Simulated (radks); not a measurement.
Coulomb parameter of the 4d shell of the technetium ion Tc2+ in the model configuration [Kr] 4d4 5s1, as a second difference U = [E(n + 0.5) + E(n - 0.5) - 2 E(n)] / (0.5)^2 with all orbitals relaxed. "Bare": the charge of the atom changes with n. "Screened": the 5s shell takes up the change at fixed total charge, which measures U(4d,4d) + U(5s,5s) - 2 U(4d,5s). Calculated with a radial shooting solver on a logarithmic mesh with Libxc functionals: scalar-relativistic Kohn-Sham, r2SCAN, spin-unpolarised, spherical densities, finite nucleus; meta-GGA in the generalised Kohn-Sham scheme; Fermi nuclear charge, rms radius 4.4112 fm.

case              configuration  E - E(n) (eV)
start              [Kr] 4d4 5s1          0.000
bare +0.5        [Kr] 4d4.5 5s1        -11.339
bare -0.5        [Kr] 4d3.5 5s1         14.421
screened +0.5  [Kr] 4d4.5 5s0.5         -2.834
screened -0.5  [Kr] 4d3.5 5s1.5          3.156

U(bare) = 12.328 eV, U(screened by 5s) = 1.288 eV, against the Slater integral F0(4d,4d) = 15.863 eV with frozen orbitals.
